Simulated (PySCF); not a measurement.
Species: C7H13NSi.
Structure used (PBE0-D3(BJ)/def2-SVP), in Å, numbered top down from 1:
```
atom  x, y, z in Å
C1     3.600   -0.999   -0.951
C2     2.635   -0.128   -0.614
C3     2.671    1.335   -0.910
C4     1.452   -0.641    0.099
N5     0.493    0.110    0.460
Si6   -0.944   -0.432    1.298
C7    -2.459    0.119    0.339
C8    -2.296    0.840   -0.779
C9    -3.810   -0.276    0.863
H10    3.509   -2.061   -0.704
H11    4.504   -0.683   -1.479
H12    2.561    1.916    0.019
H13    1.816    1.618   -1.544
H14    3.603    1.625   -1.414
H15    1.472   -1.737    0.293
H16   -0.964   -1.928    1.467
H17   -0.951    0.177    2.664
H18   -1.301    1.122   -1.136
H19   -3.156    1.181   -1.370
H20   -3.964    0.094    1.891
H21   -3.917   -1.373    0.908
H22   -4.623    0.120    0.235
```

Computed with PySCF at PBE0/pcSseg-1, non-relativistic, on one gas-phase PBE0-D3(BJ)/def2-SVP geometry that isn't relaxed in the solvent. The solvent is an IEF-PCM continuum (cavity from Bondi-type radii × 1.2). The model holds no explicit solvent molecules, cavitation or dispersion.

Gas phase at PBE0/pcSseg-1: HOMO -7.10 eV, LUMO -1.51 eV, dipole 1.24 D.

Task: What does the continuum do to the energy, the frontier levels and the dipole at PBE0/pcSseg-1 in tetrahydrofuran and acetonitrile?

Result: 
| solvent | ε | E(solvent) − E(gas) (kJ/mol) | polarisation term (kJ/mol) | distortion of the solute (kJ/mol) | HOMO (eV) | LUMO (eV) | dipole (D) |
| --- | --- | --- | --- | --- | --- | --- | --- |
| tetrahydrofuran | 7.426 | -13.02 | -14.73 | 1.71 | -7.15 | -1.48 | 1.74 |
| acetonitrile | 35.69 | -16.17 | -18.97 | 2.80 | -7.18 | -1.48 | 1.89 |

The polarisation term is half the interaction of the solute with the surface charges that it induces; the rest is the cost of distorting the solute's density. The sum is the electrostatic part of solvation alone. From tetrahydrofuran to acetonitrile the lowering changes by a factor 1.24, Onsager's factor (ε − 1)/(2ε + 1) by 1.18 and ε itself by 4.8.

Task: Which radius a makes the point-dipole formula ΔE = −[(ε − 1)/(2ε + 1)]·μ²/a³ give the value in acetonitrile, with the gas-phase dipole?

Result: μ = 0.489 au and |ΔE| = 0.00616 Eh give a = 1.40 Å; the farthest nucleus lies 4.79 Å from the centroid of the nuclei, so such a sphere wouldn't even hold the nuclei. The formula assumes a rigid point dipole at the centre of a sphere.

Task: Give the dipole vector in the frame of the coordinates (D, pointing from negative to positive charge), gas and acetonitrile.

Result: Gas (0.70, -0.74, -0.72), solvent (0.99, -1.34, -0.89). Its length changes by +52 % and its direction by 9°.

Task: Which IAO charges (PBE0/pcSseg-1) respond most in acetonitrile (means over atoms taken as equivalent)?

Result: 
```json
{"atoms": "N5", "environment": "C=N nitrogen", "gas (e)": "-0.553", "solvent (e)": "-0.581", "change": "-0.028"}
{"atoms": "H15", "environment": "hydrogen on a C=N carbon", "gas (e)": "+0.096", "solvent (e)": "+0.111", "change": "+0.015"}
{"atoms": "C8", "environment": "terminal =CH2 carbon", "gas (e)": "-0.293", "solvent (e)": "-0.308", "change": "-0.015"}
{"atoms": "H10", "environment": "vinylic hydrogen", "gas (e)": "+0.147", "solvent (e)": "+0.159", "change": "+0.012"}
{"atoms": "H11", "environment": "vinylic hydrogen", "gas (e)": "+0.152", "solvent (e)": "+0.163", "change": "+0.011"}
{"atoms": "C2", "environment": "fully substituted alkene carbon", "gas (e)": "+0.009", "solvent (e)": "0.000", "change": "-0.009"}
{"atoms": "H19", "environment": "vinylic hydrogen", "gas (e)": "+0.136", "solvent (e)": "+0.144", "change": "+0.008"}
{"atoms": "C9", "environment": "allylic carbon", "gas (e)": "-0.411", "solvent (e)": "-0.417", "change": "-0.006"}
```

Task: Which Mayer bond orders change most in acetonitrile?

Result: 
```json
{"bond": "C4–N5", "length (Å)": "1.271", "gas": "1.866", "solvent": "1.844", "change": "-0.022"}
{"bond": "C7–C8", "length (Å)": "1.340", "gas": "1.971", "solvent": "1.959", "change": "-0.012"}
{"bond": "C2–C3", "length (Å)": "1.494", "gas": "1.063", "solvent": "1.054", "change": "-0.009"}
{"bond": "C2–C4", "length (Å)": "1.473", "gas": "1.031", "solvent": "1.037", "change": "+0.006"}
{"bond": "N5–Si6", "length (Å)": "1.750", "gas": "0.952", "solvent": "0.958", "change": "+0.006"}
{"bond": "C1–H10", "length (Å)": "1.094", "gas": "0.942", "solvent": "0.938", "change": "-0.004"}
{"bond": "Si6–H16", "length (Å)": "1.506", "gas": "0.895", "solvent": "0.899", "change": "+0.004"}
{"bond": "C1–H11", "length (Å)": "1.093", "gas": "0.938", "solvent": "0.934", "change": "-0.004"}
```

Task: How do the nuclear quadrupole coupling constants eQVzz/h respond in acetonitrile?

Result: 
```csv
nucleus,Q (barn),gas (MHz),solvent (MHz),η gas,η solvent
14N at N5,0.02044,-4.51,-4.38,0.65,0.61
```

The run took 95 s wall on one thread of an Arm Neoverse N1, on a shared host, and the process peaked at 1.3 GiB of memory. This is the whole shielding run at PBE0/pcSseg-1 in acetonitrile, SCF included.
